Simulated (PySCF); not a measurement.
## Stretching Sb2

Set-up: PySCF, scalar-relativistic core potentials, basis sets Sb def2-TZVPPD with ECP28. Energies in eV from Sb + Sb in their ground configurations at the same level. State: ¹Σg⁺ (singlet), closed shell.

All columns are PBE0.

```csv
R (Å),E (eV),HOMO (eV),LUMO (eV),Mayer bond order,⟨S²⟩
2.123,-0.926,-6.88,-2.24,2.77,0.00
2.222,-1.932,-6.97,-2.43,2.78,0.00
2.321,-2.480,-6.88,-2.61,2.80,0.00
2.395,-2.670,-6.74,-2.74,2.82,0.00
2.469,-2.721,-6.61,-2.86,2.83,0.00
2.543,-2.664,-6.50,-2.98,2.85,0.00
2.642,-2.467,-6.36,-3.14,2.87,0.00
2.765,-2.089,-6.22,-3.32,2.89,0.00
2.913,-1.529,-6.07,-3.51,2.91,0.00
3.111,-0.717,-5.92,-3.73,2.93,0.00
```

Closed-shell solutions of metal pairs were not tested for spin polarisation, which can lower them a little. These are scalar-relativistic numbers at best; spin–orbit coupling would shift them, the dissociation energy most.
